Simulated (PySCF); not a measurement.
Mass spectrum arithmetic for `[SiH3]c1ccccc1`

Species: `[SiH3]c1ccccc1`.

All values are calculated from tables of isotopes.

Problem. What are the average molar mass and the monoisotopic mass?

Solution. For C6H8Si, with standard atomic weights, 1 × 28.085 + 6 × 12.011 + 8 × 1.008 = 108.215 g/mol. From the most abundant isotopes (28Si, 12C, 1H), 1 × 27.976927 + 6 × 12.000000 + 8 × 1.007825 = 108.0395 u.

Problem. What cluster does the molecular ion M+• show when like nominal masses merge?

Solution. 
| nominal mass | m/z (centroid) | relative intensity |
| --- | --- | --- |
| 108 | 108.0390 | 100.0 |
| 109 | 109.0407 | 11.7 |
| 110 | 110.0368 | 3.9 |
| 111 | 111.0396 | 0.2 |

Cut off at 0.1 %. One electron mass, 0.00055 u, is taken off.

Problem. Count the protons, neutrons and electrons of the monoisotopic species, and give its exact less its nominal mass.

Solution. 58 protons, 50 neutrons and 58 electrons; 108.0395 − 108 = +0.0395 u.

Problem. Give the mass fraction of each element.

Solution. Si 25.95 %, C 66.60 %, H 7.45 %.

Problem. What resolving power m/Δm just matches the spacing of the species with one 29Si and with one 13C?

Solution. They lie 0.00379 u apart at mass 109.04, so m/Δm is about 29000.

Problem. Which m/z would the protonated, sodiated and deprotonated molecule have?

Solution. [M+H]+ 109.0468, [M+Na]+ 131.0287, [M−H]− 107.0323, for the monoisotopic species (arithmetic only; whether such ions form is another matter).

Problem. How many rings plus π bonds does the formula give with the usual valences, and does the nitrogen rule hold?

Solution. (2 × 7 + 2 + 0 − 8)/2 = 4; the structure has 1 ring and 3 π bonds. The nominal mass 108 is even, with 0 nitrogens, as the rule says.
